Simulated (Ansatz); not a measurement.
Telling isomers of ClH2O2Si− apart by their spectra

These gas-phase data were calculated for one isomer of ClH2O2Si− at PBE0-D3(BJ)/def2-SVPD (harmonic, unscaled wavenumbers; equilibrium rotational constants with average atomic masses):

| Property | Result |
| --- | --- |
| rotational constants | 6.883, 3.251, 2.418 GHz |
| all wavenumbers above 1500 cm⁻¹ | 3913, 2177 |

Candidates:

(1) `O[Si-](O)Cl`, a singlet
(2) `[O-][Si@H](O)Cl`, a singlet

Task: Assign the data to one candidate and say why.

Result: Candidate (2). The band at 2177 cm⁻¹ lies where the Si–H stretch is expected; (1) has no mode between 2000 and 2380 cm⁻¹.

The same quantities for all candidates:

```tsv
	rotational constants (GHz)	wavenumbers above 1500 cm⁻¹	E above the lowest, PBE0-D3(BJ)/def2-SVPD (kcal/mol)
(1)	6.413, 3.085, 2.467	3879, 3854	10.8
(2)	6.883, 3.251, 2.418	3913, 2177	0.0
```

Harmonic stretches to hydrogen usually lie a few per cent above observed fundamentals. Each candidate is one conformer. Programs: Ansatz 0.2.0.
